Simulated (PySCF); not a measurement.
A series of related molecules.

All values: PBE0/pcSseg-1 (PySCF) at PBE0-D3(BJ)/def2-SVP geometries, gas phase, one conformer each.

(1) Rank by HOMO–LUMO gap, lowest first.
A. `C1CC[BH2-][N@+]1(C)COC`
B. `C/N=C/C[N@+]1(C)[BH2-]CCC1`
C. `C([N@+]1(CCC[BH2-]1)C)CC=C`

Answers

(1) B (6.76 eV), C (7.17 eV), A (8.25 eV).

All values together:

```
                    SMILES   formula  μ (D)  HOMO (eV)  LUMO (eV)  lowest IAO charge (e)  highest IAO charge (e)  lowest Hirshfeld charge (e)  highest Hirshfeld charge (e)
   COC[N@@+]1(C)[BH2-]CCC1  C6H16BNO   4.44      -7.23       1.01             -0.390 (C)              +0.161 (H)                   -0.154 (C)                    +0.064 (C)
  C=CCC[N@+]1(C)[BH2-]CCC1   C8H18BN   4.44      -7.20      -0.03             -0.391 (C)              +0.162 (H)                   -0.154 (C)                    +0.060 (H)
 C[N@+]1(CC2CC2)[BH2-]CCC1   C8H18BN   4.26      -7.17       1.03             -0.389 (C)              +0.166 (H)                   -0.153 (C)                    +0.058 (H)
C/N=C/C[N@+]1(C)[BH2-]CCC1  C7H17BN2   2.93      -7.26      -0.50             -0.378 (C)              +0.162 (H)                   -0.155 (C)                    +0.058 (H)
```

Conformers: `[CH3:1][O:2][CH2:3][N@@+:4]1([CH3:5])[BH2-:6][CH2:7][CH2:8][CH2:9]1` with C1–O2–C3–N4 -179°, O2–C3–N4–C5 66°, C3–N4–B6–C7 91°, N4–B6–C7–C8 4°, B6–C7–C8–C9 21°, C7–C8–C9–N4 -40°; `[CH2:1]=[CH:2][CH2:3][CH2:4][N@+:5]1([CH3:6])[BH2-:7][CH2:8][CH2:9][CH2:10]1` with C1–C2–C3–C4 115°, C2–C3–C4–N5 180°, C3–C4–N5–C6 -60°, C4–N5–B7–C8 -156°, N5–B7–C8–C9 17°, B7–C8–C9–C10 8°, C8–C9–C10–N5 -34°; `[CH3:1][N@+:2]1([CH2:3][CH:4]2[CH2:5][CH2:6]2)[BH2-:7][CH2:8][CH2:9][CH2:10]1` with C1–N2–C3–C4 -63°, N2–C3–C4–C5 162°, C3–C4–C5–C6 -112°, C1–N2–B7–C8 -83°, N2–B7–C8–C9 -13°, B7–C8–C9–C10 -12°; `[CH3:1]/[N:2]=[CH:3]/[CH2:4][N@+:5]1([CH3:6])[BH2-:7][CH2:8][CH2:9][CH2:10]1` with N2–C3–C4–N5 125°, C3–C4–N5–C6 177°, C4–N5–B7–C8 -112°, N5–B7–C8–C9 -33°, B7–C8–C9–C10 46°, C8–C9–C10–N5 -42°.
